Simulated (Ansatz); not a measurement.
One change: `OCC[AsH2]` becomes `OCCC[SiH3]`.

Ansatz, PBE0-D4/def2-TZVP geometries, multiplicity 1. Each molecule was computed in one conformer, which needn't be the lowest.

Scalar relativity is left out up to krypton.

```tsv
property	`OCC[AsH2]`
HOMO energy (B3LYP/def2-TZVPP) / eV	-6.87
HOMO–LUMO gap (B3LYP/def2-TZVPP) / eV	7.23
LUMO energy (PBE/def2-TZVPP) / eV	-0.18
LUMO energy (ωB97M-V/def2-TZVPP) / eV	2.23
HOMO–LUMO gap (PBE0/def2-TZVPP) / eV	7.70
size of the dipole moment (PBE/def2-TZVPP) / D	2.21
```

(1) Give the same properties after the change, and the shifts. (An estimate is asked.)

Results:

(1) The calculation gave: 
```csv
property,`OCCC[SiH3]`,shift
HOMO energy (B3LYP/def2-TZVPP) / eV,-7.69,-0.82
HOMO–LUMO gap (B3LYP/def2-TZVPP) / eV,8.11,0.88
LUMO energy (PBE/def2-TZVPP) / eV,-0.10,0.08
LUMO energy (ωB97M-V/def2-TZVPP) / eV,2.20,-0.03
HOMO–LUMO gap (PBE0/def2-TZVPP) / eV,8.65,0.95
size of the dipole moment (PBE/def2-TZVPP) / D,1.33,-0.88
```

With PBE0 the HOMO falls by 0.86 eV and the LUMO rises by 0.08 eV, so the gap widens by about 0.94 eV. PBE moves the HOMO by -0.32 eV and ωB97M-V by -1.13 eV. Dipoles are sizes alone; their direction can turn.

B3LYP here is the variant with VWN-RPA as its local correlation; programs differ in this.
